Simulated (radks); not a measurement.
Values are calculated unless marked as measured or tabulated.
Mo7+, 35 electrons, occupied as [Ar] 3d10 4s2 4p4.75 4f0.25 (fractional occupations, a model configuration).

Level of theory: Dirac Kohn-Sham, LDA (Slater exchange, Perdew-Wang correlation), spin-unpolarised, spherical densities, point nucleus; open shells fill j = l - 1/2 first (a radial shooting solver on a logarithmic mesh with Libxc functionals).

Energy parts (Ry):
total: -8063.71636
kinetic: 8360.82450
electron-nucleus: -19207.71489
Hartree: 3014.78585
exchange-correlation: -231.61182

Orbitals (lengths in bohr, moments of r in powers of bohr):
orbital,occ.,eigenvalue (Ry),<r>,small-component weight
1s1/2,2,-1462.519,0.03520,2.34e-02
2s1/2,2,-213.6989,0.1535,4.80e-03
2p1/2,2,-197.3967,0.1308,4.81e-03
2p3/2,4,-189.5765,0.1354,4.65e-03
3s1/2,2,-43.02723,0.4287,1.28e-03
3p1/2,2,-36.82076,0.4228,1.23e-03
3p3/2,4,-35.52474,0.4333,1.19e-03
3d3/2,4,-24.52134,0.4112,1.08e-03
3d5/2,6,-24.27454,0.4146,1.07e-03
4s1/2,2,-12.15571,1.046,3.33e-04
4p1/2,2,-10.24580,1.111,2.96e-04
4p3/2,2.75,-10.01691,1.132,2.88e-04
4f5/2,0.25,-4.10714,1.746,9.95e-05
4f7/2,0,-4.10544,1.748,9.94e-05

The highest occupied level is 4f5/2 at -55.880 eV. The density falls to 0.001 e/bohr^3 at r = 2.63 bohr. Summed over all electrons, <r^2> = 14.08 bohr^2, which gives a Langevin (diamagnetic) susceptibility term of -11.1 x 10^-6 cm^3/mol.
